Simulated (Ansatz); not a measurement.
Geometry optimisation, RHF/def2-SVP in Ansatz 0.2.0.

Input file:

```yaml
crystal:
  periodic: [false, false, false]
  atoms:
    - { symbol: W, position_ang: [0.0, 0.0, 0.0] }
    - { symbol: Cl, position_ang: [0.0, 0.0, 2.74] }
    - { symbol: F, position_ang: [1.85, 0.0, 0.0] }
    - { symbol: F, position_ang: [0.0, 1.85, 0.0] }
    - { symbol: O, position_ang: [-1.94, 0.0, 0.0] }
    - { symbol: H, position_ang: [-2.2771, -0.1263, 0.9437] }
    - { symbol: O, position_ang: [0.0, -1.94, 0.0] }
    - { symbol: H, position_ang: [0.3816, -2.2771, 0.8723] }
    - { symbol: O, position_ang: [0.0, 0.0, -1.94] }
    - { symbol: H, position_ang: [0.5278, 0.7924, -2.2771] }
    - { symbol: F, position_ang: [1.4129, 1.4719, 0.6779] }
    - { symbol: H, position_ang: [1.0415, 1.085, 1.856] }
basis:
  gaussian: { orbitals: def2-SVP }
hamiltonian:
  xc: hf
relax:
  f_tol: 0.15
  max_steps: 25
  restrain:
    - { distance: [0, 10], at: 1.85, k: 30.0 }
    - { distance: [11, 1], at: 1.37, k: 30.0 }
    - { distance: [0, 1], at: 3.59, k: 30.0 }
    - { distance: [11, 10], at: 2.12, k: 30.0 }
output:
  orbitals: {}
```

Launched with:

```bash
$ ansatz run input.yaml --threads 4 --pin off --max-ram 5120MiB --backend cpu --events-out ev --progress --plain --runs-dir out
```

Q: Where does it end, and by what steps?

A: It converged. The restraints hold the end off the free minimum. After 18 steps the energy has fallen by 11.716 eV (the restraints' own energy left out); H12 moved furthest, 1.55 Å. The start is strongly strained (largest force component 17 eV/Å), so its close contacts needn't be bonds. Parted: W1–Cl2 (2.74 → 3.62 Å). Joined: Cl2–H12 (1.74 → 1.32 Å).

| step | energy less start (eV) | largest force component (eV/Å) | accepted |
| --- | --- | --- | --- |
| 0 | 0.0000 | 17.256 | yes |
| 1 | -3.8832 | 8.351 | yes |
| 2 | -5.3732 | 6.693 | yes |
| 3 | -7.6453 | 3.303 | yes |
| 4 | -9.0745 | 1.777 | yes |
| 5 | -9.8303 | 1.647 | yes |
| 6 | -10.5201 | 1.677 | yes |
| 7 | -10.9621 | 1.297 | yes |
| 8 | -11.2592 | 1.261 | yes |
| 9 | -11.4125 | 1.219 | yes |
| 10 | -11.5337 | 1.221 | yes |
| 11 | -11.6148 | 1.402 | yes |
| 12 | -11.6524 | 1.443 | yes |
| 13 | -11.6711 | 1.463 | yes |
| 14 | -11.7011 | 1.103 | yes |
| 15 | -11.7105 | 1.441 | yes |
| 16 | -11.7057 | 1.259 | yes |
| 17 | -11.7095 | 1.188 | yes |
| 18 | -11.7161 | 1.240 | yes |

```xyz
12
Properties=species:S:1:pos:R:3
W 0.261 0.245 -0.296
Cl -0.559 -0.410 3.168
F 2.077 0.071 -0.744
F 0.368 1.933 -1.107
O -1.416 0.497 0.375
H -1.863 0.592 1.206
O 0.422 -1.468 0.338
H 1.077 -2.152 0.358
O -0.303 -0.299 -1.966
H -0.371 0.169 -2.787
F 0.942 1.144 1.191
H 0.362 0.534 3.136
```

Run time: 54 s on 4 threads of Arm Neoverse V1, on a shared host, peak memory 0.48 GiB.
